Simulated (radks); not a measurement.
Q: Species: neutral cobalt. Configuration: [Ar] 3d7 4s1 4p1 (not the ground configuration). All-electron calculation, Dirac Kohn-Sham, PBE, spin-unpolarised, spherical densities, point nucleus; open shells are shared between the two j in proportion to 2j + 1. Program: a radial shooting solver on a logarithmic mesh with Libxc functionals. Some entries of the table are withheld. Estimate them.

orbital      occ.  eigenvalue (eV)  <1/r> (bohr^-1)  <r> (bohr)
1s1/2           2              (1)            27.03         (2)
2s1/2           2        -900.4931            5.839      0.2553
2p1/2           2        -781.3831            5.787      0.2228
2p3/2           4        -766.5595            5.676      0.2259
3s1/2           2        -104.2397            1.837      0.7737
3p1/2           2         -68.7282              (3)      0.8096
3p3/2           4         -66.8766              (4)      0.8194
3d3/2         2.8              (5)            1.295       1.054
3d5/2         4.2              (6)            1.288       1.061
4s1/2           1          -6.6219           0.4646       2.809
4p1/2    0.333333          -2.1582           0.3221         (7)
4p3/2    0.666667          -2.1002           0.3175         (8)

A: 
(1) 1s1/2 eigenvalue (eV): -7593.228
(2) 1s1/2 <r> (bohr): 0.05619
(3) 3p1/2 <1/r> (bohr^-1): 1.707
(4) 3p3/2 <1/r> (bohr^-1): 1.681
(5) 3d3/2 eigenvalue (eV): -10.1290
(6) 3d5/2 eigenvalue (eV): -9.9353
(7) 4p1/2 <r> (bohr): 4.044
(8) 4p3/2 <r> (bohr): 4.098
